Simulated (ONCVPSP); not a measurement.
## Transferability test, ONCV potential for La (Z = 57)

lanthanum, optimised norm-conserving Vanderbilt (ONCV), made with ONCVPSP 4.0.1 (Wu-Cohen, scalar-relativistic). Core [Kr] 4d10, reference 5s2 5p6 5d1 6s2. Waves: 5s+6s: rc 2.60 bohr, ncon 3, nbas 8, qcut 4.6 1/bohr, 2 projectors; 5p: rc 2.85 bohr, ncon 3, nbas 8, qcut 4.3 1/bohr, 2 projectors, debl 2.1 Ha; 5d: rc 3.90 bohr, ncon 3, nbas 7, qcut 3.7 1/bohr, 2 projectors, debl 2.4 Ha; f scattering state at 0.37 Ha: rc 3.30 bohr, ncon 4, nbas 7, qcut 3.9 1/bohr, 2 projectors, debl 2 Ha. Local part: polynomial inside 1.90 bohr (lpopt 5, dvloc0 3 Ha). Core correction: none.

In the f channel the program set the typed energies aside and used -0.161, 1.839 Ha.

Energies are relative to the spin-unpolarised reference configuration 5s2 5p6 5d1 6s2; without spin polarisation the order of configurations can differ from experiment.

```tsv
valence configuration	charge	ΔE all-electron (eV)	error AE − PS (meV)
5s2 5p6 5d1 6s1	+1	5.998	-0.6
5s2 5p6 5d1 6s0	+2	16.785	-10
5s2 5p6 5d0 6s0	+3	35.690	+56
```

Problem. What are ΔE and the potential's error for 4f1 5s2 5p6 5d1 6s0?

Solution. ΔE = 6.831 eV all-electron; the error (AE − PS) is +1733 meV.

These tests converged, but a pseudo level misses the all-electron one widely, so the file describes the atom poorly there or has found another state: 4f1 5s2 5p6 5d1 6s0: 4f by 3.0 eV.
